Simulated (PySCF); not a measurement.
[BiS3]- at several levels of theory

All levels use the PBE0 minimum (singlet; Bi–S 2.342 Å (×3); S–Bi–S 120.0° (×3)), basis [Bi def2-TZVPD with ECP60, S def2-TZVPD], scalar-relativistic core potentials, density fitting, no spin–orbit coupling, PySCF. For vertical energies the ionised species is a doublet (spins chosen at PBE0 and kept). Open shells are unrestricted, also as the reference of the correlated levels. A dash marks a value that was not computed or is not defined at that level.

```tsv
level	vertical detachment energy (eV)	−ε(HOMO) (eV)	gap (eV)
PBE0	?	?	?
HF	?	?	?
MP2	5.01	–	–
PBE	4.01	1.61	1.67
```

(1) Fill in the row of HF.

(2) Fill in the row of PBE0.

## Answers

(1) vertical detachment energy (eV) 3.82, −ε(HOMO) (eV) 5.49, gap (eV) 9.03.

(2) vertical detachment energy (eV) 4.46, −ε(HOMO) (eV) 2.78, gap (eV) 3.56.

Spin contamination in at least one species weakens the values at: HF, MP2.

The lowest empty level of this anion is unbound, so it and the gap depend on the basis. Spin–orbit coupling, left out here, can matter for elements this heavy.
